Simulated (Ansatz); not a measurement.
Ansatz (an electronic-structure program) input (B3LYP-D3(BJ)/def2-TZVP):

Ansatz 0.2 input:
```yaml
crystal:
  periodic: [false, false, false]
  atoms:
    - {symbol: Sn, position_ang: [0.74333130, -0.41076120, 0.40062005]}
    - {symbol: O, position_ang: [1.14831015, 0.06674777, -1.33548321]}
    - {symbol: Br, position_ang: [-1.90039032, 0.36459406, 0.90188668]}
basis:
  gaussian:
    orbitals: def2-TZVP
hamiltonian:
  xc: b3lyp
  dispersion: d3bj
total_charge: -1
relax: {f_tol: 0.002, max_steps: 150}
```

Output:

```
Functional definition: B3LYP
integrals: 0.05 GiB planned
996 factors; their error is unknown
mean field: 0.49 GiB planned
mean field evaluation 1: about -77928.5651 eV, gradient 3.8e1 eV
mean field evaluation 2: about -77849.5415 eV, gradient 1.7e2 eV
mean field evaluation 4: about -77931.3475 eV, gradient 5.7e0 eV
mean field evaluation 8: about -77931.3999 eV, gradient 9.3e-2 eV
mean field evaluation 16: about -77931.8170 eV, gradient 7.1e-5 eV
mean field -77931.81697633 eV, -2863.9414497974 hartree, gradient 1.7e-5 eV, S^2 0.000000; 0 other end points of the search recorded, 0 dependent functions left out
the calculation of the forces begins
reference -77931.81718566 eV, -2863.9414574899 hartree; 33, 33 occupied and 96, 96 virtual orbitals, 996 factors
relax step   1: F+E_penalty+E_count = -77931.96012910 eV  Δ(F+E_penalty+E_count) = +0.000e0 eV  max|allowed force component| = 7.211e-1 eV/Å  Δτ_max = 0.0000 Å  (32 SCF iters, accepted)
these checks for a lower state are left out or cut short: starts, cluster_reference, orbital_swaps, neighbouring_geometries, increment
integrals: 0.05 GiB planned
996 factors; their error is unknown
mean field: 0.49 GiB planned
mean field -77931.82725679 eV, -2863.9418275972 hartree, gradient 1.9e-5 eV, S^2 0.000000; 0 other end points of the search recorded, 0 dependent functions left out
the calculation of the forces begins
reference -77931.82746628 eV, -2863.9418352958 hartree; 33, 33 occupied and 96, 96 virtual orbitals, 996 factors
relax step   2: F+E_penalty+E_count = -77931.97025219 eV  Δ(F+E_penalty+E_count) = -1.012e-2 eV  max|allowed force component| = 3.694e-2 eV/Å  Δτ_max = 0.0250 Å  (34 SCF iters, accepted)
these checks for a lower state are left out or cut short: starts, cluster_reference, orbital_swaps, neighbouring_geometries, increment
integrals: 0.05 GiB planned
996 factors; their error is unknown
mean field: 0.49 GiB planned
mean field evaluation 32: about -77931.8286 eV, gradient 9.0e-4 eV
mean field -77931.82857186 eV, -2863.9418759250 hartree, gradient 1.8e-5 eV, S^2 0.000000; 0 other end points of the search recorded, 0 dependent functions left out
the calculation of the forces begins
reference -77931.82878161 eV, -2863.9418836332 hartree; 33, 33 occupied and 96, 96 virtual orbitals, 996 factors
relax step   3: F+E_penalty+E_count = -77931.97103374 eV  Δ(F+E_penalty+E_count) = -7.816e-4 eV  max|allowed force component| = 2.190e-2 eV/Å  Δτ_max = 0.0183 Å  (35 SCF iters, accepted)
these checks for a lower state are left out or cut short: starts, cluster_reference, orbital_swaps, neighbouring_geometries, increment
integrals: 0.05 GiB planned
996 factors; their error is unknown
mean field: 0.49 GiB planned
mean field -77931.82877967 eV, -2863.9418835621 hartree, gradient 1.8e-5 eV, S^2 0.000000; 0 other end points of the search recorded, 0 dependent functions left out
the calculation of the forces begins
reference -77931.82898949 eV, -2863.9418912729 hartree; 33, 33 occupied and 96, 96 virtual orbitals, 996 factors
relax step   4: F+E_penalty+E_count = -77931.97110509 eV  Δ(F+E_penalty+E_count) = -7.135e-5 eV  max|allowed force component| = 4.771e-3 eV/Å  Δτ_max = 0.0042 Å  (36 SCF iters, accepted)
these checks for a lower state are left out or cut short: starts, cluster_reference, orbital_swaps, neighbouring_geometries, increment
integrals: 0.05 GiB planned
996 factors; their error is unknown
mean field: 0.49 GiB planned
mean field -77931.82880683 eV, -2863.9418845601 hartree, gradient 1.8e-5 eV, S^2 0.000000; 0 other end points of the search recorded, 0 dependent functions left out
the calculation of the forces begins
reference -77931.82901666 eV, -2863.9418922714 hartree; 33, 33 occupied and 96, 96 virtual orbitals, 996 factors
relax step   5: F+E_penalty+E_count = -77931.97110780 eV  Δ(F+E_penalty+E_count) = -2.703e-6 eV  max|allowed force component| = 6.984e-5 eV/Å  Δτ_max = 0.0008 Å  (36 SCF iters, accepted)
integrals: 0.05 GiB planned
996 factors; their error is unknown
mean field: 0.49 GiB planned
mean field evaluation 64: about -77931.4087 eV, gradient 1.0e0 eV
mean field -77931.82880683 eV, -2863.9418845601 hartree, gradient 1.8e-5 eV, S^2 0.000000; 1 other end points of the search recorded, 0 dependent functions left out
the calculation of the forces begins
reference -77931.82901666 eV, -2863.9418922714 hartree; 33, 33 occupied and 96, 96 virtual orbitals, 996 factors
Total energy: -77931.97131763 eV, -2863.9471217355 hartree
Atom 0 at     0.755454    -0.417649     0.407594 Å, force     0.000070    -0.000026     0.000001 eV/Å
Atom 1 at     1.157429     0.068770    -1.350281 Å, force    -0.000015     0.000006    -0.000001 eV/Å
Atom 2 at    -1.921632     0.369459     0.909711 Å, force    -0.000055     0.000020     0.000000 eV/Å
Dipole moment:     0.232795    -0.341176     0.715283 e Å
```
